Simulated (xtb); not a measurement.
xtb input (GFN2-xTB):

```bash
xtb mol.xyz --gfn 2 --sp --chrg 0 --uhf 0
```
mol.xyz:
```
5

Si    -0.00531629    -0.01719300     0.24578825
F     -0.03941444    -0.12746730     1.82225111
Cl     1.79541348    -0.68156269    -0.39997231
Cl    -0.27224446     1.92485259    -0.26237484
Cl    -1.49792443    -1.16164827    -0.50478788
```

End of the output:

```
         :::::::::::::::::::::::::::::::::::::::::::::::::::::
         ::                     SUMMARY                     ::
         :::::::::::::::::::::::::::::::::::::::::::::::::::::
         :: total energy             -20.286663667226 Eh    ::
         :: gradient norm              0.035744863548 Eh/a0 ::
         :: HOMO-LUMO gap              7.112760160898 eV    ::
         ::.................................................::
         :: SCC energy               -20.320858922942 Eh    ::
         :: -> isotropic ES            0.036870212550 Eh    ::
         :: -> anisotropic ES          0.000776387598 Eh    ::
         :: -> anisotropic XC         -0.001350252942 Eh    ::
         :: -> dispersion             -0.005520718039 Eh    ::
         :: repulsion energy           0.034195255716 Eh    ::
         :: add. restraining           0.000000000000 Eh    ::
         :: total charge               0.000000000000 e     ::
         :::::::::::::::::::::::::::::::::::::::::::::::::::::

           -------------------------------------------------
          |                Property Printout                |
           -------------------------------------------------

    * Orbital Energies and Occupations

         #    Occupation            Energy/Eh            Energy/eV
      -------------------------------------------------------------
         1        2.0000           -1.0988815             -29.9021
       ...           ...                  ...                  ...
         4        2.0000           -0.8912856             -24.2531
         5        2.0000           -0.6801757             -18.5085
         6        2.0000           -0.5651243             -15.3778
         7        2.0000           -0.5651243             -15.3778
         8        2.0000           -0.5580455             -15.1852
         9        2.0000           -0.5030405             -13.6884
        10        2.0000           -0.5030405             -13.6884
        11        2.0000           -0.4739167             -12.8959
        12        2.0000           -0.4702307             -12.7956
Note: The following floating-point exceptions are signalling: IEEE_UNDERFLOW_FLAG IEEE_DENORMAL
normal termination of xtb
        13        2.0000           -0.4702307             -12.7956
        14        2.0000           -0.4617306             -12.5643
        15        2.0000           -0.4617306             -12.5643
        16        2.0000           -0.4582436             -12.4694 (HOMO)
        17                         -0.1968545              -5.3567 (LUMO)
        18                         -0.1885464              -5.1306
        19                         -0.1885464              -5.1306
        20                         -0.1084730              -2.9517
        21                         -0.0378426              -1.0297
        22                         -0.0378426              -1.0297
        23                         -0.0173346              -0.4717
        24                         -0.0173346              -0.4717
        25                         -0.0131945              -0.3590
        26                         -0.0120079              -0.3268
        27                         -0.0120079              -0.3268
       ...                                ...                  ...
        40                          0.9209244              25.0596
      -------------------------------------------------------------
                  HL-Gap            0.2613891 Eh            7.1128 eV
             Fermi-level           -0.3275490 Eh           -8.9131 eV

     #   Z          covCN         q      C6AA      α(0)
     1  14 Si       3.117     0.608   150.815    26.376
     2   9 F        0.706    -0.197    11.215     3.954
     3  17 Cl       0.809    -0.137   103.327    15.550
     4  17 Cl       0.809    -0.137   103.327    15.550
     5  17 Cl       0.809    -0.137   103.327    15.550

 Mol. C6AA /au·bohr⁶  :       2075.217081
 Mol. C8AA /au·bohr⁸  :      96592.366508
 Mol. α(0) /au        :         76.980673

Wiberg/Mayer (AO) data.
largest (>0.10) Wiberg bond orders for each atom

 ---------------------------------------------------------------------------
     #   Z sym  total        # sym  WBO       # sym  WBO       # sym  WBO
 ---------------------------------------------------------------------------
     1  14 Si   4.543 --     4 Cl   1.139     5 Cl   1.139     3 Cl   1.139
                             2 F    1.125
     2   9 F    1.281 --     1 Si   1.125
     3  17 Cl   1.326 --     1 Si   1.139
     4  17 Cl   1.326 --     1 Si   1.139
     5  17 Cl   1.326 --     1 Si   1.139
 ---------------------------------------------------------------------------

Topologies differ in total number of bonds
Writing topology from bond orders to xtbtopo.mol

molecular dipole:
                 x           y           z       tot (Debye)
 q only:        0.002       0.007      -0.094
   full:        0.002       0.007      -0.094       0.240
molecular quadrupole (traceless):
                xx          xy          yy          xz          yz          zz
 q only:       -0.136       0.001      -0.135      -0.009      -0.029       0.271
  q+dip:        0.231      -0.001       0.228       0.015       0.048      -0.458
   full:        0.305      -0.001       0.301       0.020       0.064      -0.606

           -------------------------------------------------
          | TOTAL ENERGY              -20.286663667226 Eh   |
          | GRADIENT NORM               0.035744863548 Eh/α |
          | HOMO-LUMO GAP               7.112760160898 eV   |
           -------------------------------------------------

------------------------------------------------------------------------
------------------------------------------------------------------------
 total:
 SCF:
```
